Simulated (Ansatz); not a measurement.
F₂H₂OSZr (`[OH][Zr]([F])([F])[SH]`), relaxed with RKS PBE0-D4/def2-TZVP in Ansatz from a PBE-D4/def2-SVP geometry. The force threshold is 0.005 eV/Å; the program also tests the step.

Charge 0, multiplicity 1. Zr: def2 effective core potential.

Start:

```xyz
7

O     1.485   -0.290   -0.571
Zr   -0.372   -0.462   -0.159
F    -1.387   -1.111   -1.645
F    -0.521   -1.615    1.364
S    -1.286    1.756    0.419
H     2.421   -0.199   -0.798
H    -0.340    1.921    1.390
```

How much energy does the relaxation release, and in how many steps? (Best estimate.)

Ansatz gave: 3.10 kJ/mol, in 29 steps, 4 of them rejected.

Which bonds change most? (Best estimate.)

Computed: S5–H7 from 1.366 to 1.346 Å; Zr2–F4 from 1.916 to 1.900 Å; O1–H6 from 0.967 to 0.954 Å; O1–Zr2 from 1.910 to 1.897 Å.

Give the relaxed structure. (An estimate is asked.)

The calculation gave: 
```xyz
7

O     1.446   -0.167   -0.424
Zr   -0.387   -0.497   -0.060
F    -1.329   -0.996   -1.633
F    -0.603   -1.906    1.198
S    -1.341    1.575    0.852
H     2.365   -0.204   -0.674
H    -0.151    2.195    0.741
```
